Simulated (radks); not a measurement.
Q: These are the eigenvalues of the occupied orbitals of an atom or ion with whole-number occupations (eV). All-electron calculation, scalar-relativistic Kohn-Sham, PBE, spin-polarised, spherical densities, finite nucleus; Fermi nuclear charge, rms radius of each element as measured or else 0.836 A^(1/3) + 0.57 fm. Program: a radial shooting solver on a logarithmic mesh with Libxc functionals.

1s down: -8949.135
1s up: -8949.129
2s up: -1164.143
2s down: -1161.095
2p up: -1018.110
2p down: -1015.822
3s up: -211.4485
3s down: -205.7261
3p up: -167.9703
3p down: -162.3351
3d up: -97.6461
3d down: -92.0310

Which element is it, and in what charge state? The configuration may be excited. Open shells, if any, are filled with parallel spins first.

A: Z = 29, copper, charge +5: Cu5+ in [Ar] 3d6. The list shows which subshells hold electrons but not how many an open one holds; the 1s level, -328.87 hartree, gives Z - s = 25.6 by -(Z - s)^2/2, which with screening and relativity narrows Z to a few neighbours, and the depths of the outer levels then fix element, charge and occupations together.
